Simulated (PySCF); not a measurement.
**How methods differ on the ionisation energy of Hg⁶³⁺**

Hg⁶³⁺ [Ne] 3s2 3p5 (2P) → Hg⁶⁴⁺ [Ne] 3s2 3p4 (3P), as a difference of total energies. All numbers are calculated (PySCF 2.14, scalar relativity by spin-free X2C-1e, in an even-tempered Gaussian basis (17 s from 18 bohr⁻², ratio 2.5; 12 p from 23 bohr⁻², ratio 2.5; 4 d from 95 bohr⁻², ratio 2.7; 4 f from 140 bohr⁻², ratio 2.7)). Correlated levels: outer shells: 1s2 frozen; virtual orbitals above 40 to 60 times the deepest correlated orbital energy dropped. The calculations carry no spin-orbit coupling.

```
                method  ionisation energy (eV)
                   UHF                  7223.3
    MP2 (outer shells)                  7224.5
SCS-MP2 (outer shells)                  7224.5
   CCSD (outer shells)                  7224.5
CCSD(T) (outer shells)                  7224.5
```

Spin-orbit coupling is strong in these open shells (close to jj coupling). The scalar numbers leave it out and a first-order estimate fails, so it can dominate the gap to the real levels.

Breit and QED terms and the two-electron picture change are absent.

For comparison: 7066 ± 19 eV (theoretical estimate listed by NIST; NIST Atomic Spectra Database, ionization energies).
